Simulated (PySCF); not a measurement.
Compound: C5H9NOSi.
Geometry (PBE0-D3(BJ)/def2-SVP, Å), atoms numbered from 1 in this order:
```xyz
17
C5H9NOSi angstrom
C     -1.7846   -0.1291    0.5869
C     -0.3356   -0.4350    0.2446
C      0.0046   -1.8111    0.6877
N      0.3016   -2.8762    1.0289
C      0.6631    0.5499    0.8979
C      1.9993    0.4396    0.1545
Si     1.4014    0.1131   -1.6072
O     -0.1636   -0.3593   -1.1570
H     -1.9503   -0.1776    1.6726
H     -2.0260    0.8810    0.2268
H     -2.4502   -0.8482    0.0911
H      0.7522    0.3570    1.9781
H      0.2379    1.5598    0.7754
H      2.5817   -0.4233    0.5167
H      2.6217    1.3374    0.2756
H      2.1153   -0.9769   -2.3286
H      1.3136    1.3191   -2.4796
```

Linear response at wB97X-D/def2-SVPD (PySCF, frozen core in the response, non-relativistic).

Static isotropic polarisability: 87.12 au (12.91 Å³), principal values 78.8, 87.7, 94.9 au.

**Question.** What is the polarisability at 1064 nm and at the sodium D line?

**Answer.** 87.75 au at 1064 nm (+0.7 %), 89.22 au at 589.3 nm (+2.4 %). The rise at 589.3 nm is 3.33 times that at 1064 nm; a pure ω² law gives 3.26. The lowest singlet lies at 168 nm, shorter than both wavelengths.

**Question.** What is the isotropic C6 coefficient between two such molecules, C6 = (3/π)∫α(iω)² dω?

**Answer.** 3223 au (Eh·bohr⁶) by a ten-point quadrature over imaginary frequencies, which is 1930 eV·Å⁶ or 186 J·nm⁶/mol.

**Question.** Which effective excitation energy ω̄ makes London's formula C6 = (3/4)α²ω̄ exact here?

**Answer.** ω̄ = 4·C6/(3α²) = 0.566 Eh = 15.4 eV. A one-pole form α(ω) = α/(1 − ω²/ω̄²) fitted to the 1064 nm value gives 13.8 eV.

**Question.** What molar refraction at the D line follows from R = (4π/3)·N_A·α′, with α′ the polarisability volume?

**Answer.** α′ = 13.22 Å³ gives R = 33.35 cm³/mol, for isolated, non-vibrating species.

**Question.** What does −C6/R⁶ come to at R = 10 Å between centres?

**Answer.** -190 J/mol. This is the leading, orientation-averaged term; C8 and higher terms are left out.

**Question.** How many electrons N does the Slater–Kirkwood formula C6 = (3/4)·√N·α^(3/2) need to give this C6?

**Answer.** N = (4·C6/3)²/α³ = 27.9; the species has 68 electrons in all.

**Question.** What three-body coefficient follows from the one-pole estimate C9 = (3/4)·α·C6?

**Answer.** 211000 au. This is an estimate from the two numbers above, not a computed integral.

**Question.** The lowest 6 singlets have (eV, f): 7.39, 0.003; 7.58, 0.000; 7.92, 0.026; 8.00, 0.001; 8.03, 0.009; 8.27, 0.025. What share of the static polarisability do they carry in the sum over states α = Σ f/ω²?

**Answer.** 0.75 au, 0.9 % of α; the largest term, 0.31 au, is that of the state at 7.92 eV. Their oscillator strengths add up to 0.07. Higher states carry the rest.

One conformer stands for the species.

The pairwise dispersion term of wB97X-D wasn't added to the energies; at a given geometry it leaves orbitals and properties as they are.
